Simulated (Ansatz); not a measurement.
Ansatz results at the PBE0-D4/def2-TZVP geometry: size of the dipole moment (PBE/def2-TZVPP) 1.98 D; size of the dipole moment (ωB97M-V/def2-TZVPP) 2.18 D; size of the dipole moment (B3LYP/def2-TZVPP) 2.14 D.

Each molecule was computed in one conformer, which needn't be the lowest.

Problem. Which molecule gave them?
A. `C[CH2][Mg]`•
B. `O[SiH][O][GeH2][OH]`•
C. `C=CC[NH]`•
D. `[NH][SiH3]`•

Solution. B. The others give `C=CC[NH]`•: 1.84, 1.87, 1.85; `[NH][SiH3]`•: 1.40, 1.40, 1.41; `C[CH2][Mg]`•: 0.35, 0.90, 0.55.

B3LYP here is the variant with VWN-RPA as its local correlation; programs differ in this.
